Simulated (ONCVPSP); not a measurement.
# iron: excitation energies, all-electron against ONCV

ONCVPSP 4.0.1 input, shortened (lines: element, Z, core and valence counts, functional; n l f; lmax; l rc ep ncon nbas qcut; lloc lpopt rc5 dvloc0; l nproj debl; icmod fcfact rcfact), Wu-Cohen, scalar-relativistic:

```
  Fe 26.00    5    2  -118130      upf
    1    0    2.00
    2    0    2.00
    2    1    6.00
    3    0    2.00
    3    1    6.00
    3    2    6.00
    4    0    2.00
    3
    0    1.85    0.00    4    7    3.30
    1    1.90    0.20    4    8    4.20
    2    1.15    0.00    4    9   15.40
    3    1.70    0.12    5    8    7.30
    4    5    0.90    0.00
    0    2    3.40
    1    2    3.70
    2    3    1.60
    3    2    3.40
    0    0.00    0.00
```

Energies are relative to the spin-unpolarised reference configuration 3d6 4s2; without spin polarisation the order of configurations can differ from experiment.

```tsv
valence configuration	charge	ΔE all-electron (eV)	error AE − PS (meV)
3d6 4s1	+1	8.761	-14
3d5 4s0	+3	59.073	+39
3d4 4s0	+4	112.175	-365
```

Question: What are ΔE and the potential's error for 3d6 4s0?

Answer: ΔE = 24.853 eV all-electron; the error (AE − PS) is -37 meV.

Levels in the configuration 3d6 4s0:

| level | all-electron (eV) | pseudo (eV) |
| --- | --- | --- |
| 3d | -25.707 | -25.527 |

Note: ghosts flagged at negative energy: s at -55.3 eV; no localised positive-energy state flagged. A true bound ghost makes a file unfit for plane-wave use.
